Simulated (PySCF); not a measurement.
SMILES CCc1ccc(F)s1, GFN2-xTB optimised geometry.

```
15

C     -2.26    -2.04    -1.39
C     -1.58    -1.92    -0.03
C     -0.65    -0.75     0.00
C      0.71    -0.75     0.00
C      1.28     0.54     0.00
C      0.33     1.50     0.00
F      0.52     2.82    -0.01
S     -1.28     0.87    -0.01
H     -2.93    -2.90    -1.40
H     -2.85    -1.15    -1.61
H     -1.52    -2.17    -2.18
H     -2.34    -1.80     0.74
H     -1.01    -2.82     0.18
H      1.30    -1.65     0.00
H      2.34     0.75     0.00
```

Density from PBE0/def2-TZVP (PySCF) at that geometry.

Minimum of the electron density along straight lines between bonded atoms, close to the bond critical point (lines longer than 1.1 times the sum of covalent radii, or with two minima, are not listed):

```tsv
bond	length / Å	ρ at the minimum / e bohr⁻³	∇²ρ there / e bohr⁻⁵	position (fraction from the first atom)
C1–C2	1.530	?	-0.59	0.50
C2–C3	1.490	0.263	?	0.48
C3–C4	1.357	0.335	-0.98	0.51
C4–C5	1.416	0.300	-0.85	0.50
C5–C6	1.353	0.338	-1.01	0.47
C6–F7	1.335	0.271	-0.02	0.33
C3–S8	1.741	0.208	?	0.47
C6–S8	1.730	0.215	-0.45	0.50
C1–H9	1.087	0.280	-0.96	0.64
C1–H10	1.087	0.280	-0.96	0.64
C1–H11	1.087	0.280	-0.96	0.64
C2–H12	1.093	0.279	-0.96	0.64
C2–H13	1.092	0.279	-0.96	0.64
C4–H14	1.075	0.288	-1.04	0.65
C5–H15	1.074	0.288	-1.04	0.65
```

Question: Some entries are withheld; supply them.

Answer: 
- C1–C2, ρ at the minimum / e bohr⁻³: 0.243
- C2–C3, ∇²ρ there / e bohr⁻⁵: -0.69
- C3–S8, ∇²ρ there / e bohr⁻⁵: -0.40
